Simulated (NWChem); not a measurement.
C₂H₂BFO; SMILES C#CB(O)F

```xyz
7

B     -0.0253     0.5129     0.0000
C     -0.0386    -1.0271     0.0000
C     -0.0117    -2.2547     0.0000
H     -0.0014    -3.3371     0.0000
F     -1.1745     1.1958     0.0000
O      1.1255     1.2367     0.0000
H      1.9112     0.6615     0.0000
```
Atoms are numbered in this order, from 1.

Level: PBE-D3(BJ)/def2-SVP (NWChem), optimised geometry, unscaled harmonic frequencies. 

### Question
List the harmonic frequencies with IR intensities, and the thermochemistry.

### Answer
| frequency (cm⁻¹) | IR intensity (km/mol) |
|---|---|
| 160 | 1.0 |
| 229 | 0.1 |
| 422 | 4.4 |
| 491 | 19.5 |
| 561 | 73.8 |
| 643 | 69.2 |
| 682 | 32.7 |
| 723 | 30.5 |
| 725 | 3.1 |
| 967 | 139.1 |
| 1287 | 424.1 |
| 1417 | 264.3 |
| 2123 | 69.2 |
| 3393 | 43.4 |
| 3756 | 78.0 |

```yaml
zero_point_energy: 25.1 kcal/mol
thermal correction to the enthalpy at 298.15 K (with zero-point energy): 29.0 kcal/mol
heat capacity Cv: 17.5 cal/(mol K)
entropy at 298.15 K and 1 atm (symmetry number 1): 72.2 cal/(mol K)
dipole_moment: 2.86 D
```

Rigid rotor and harmonic oscillator.
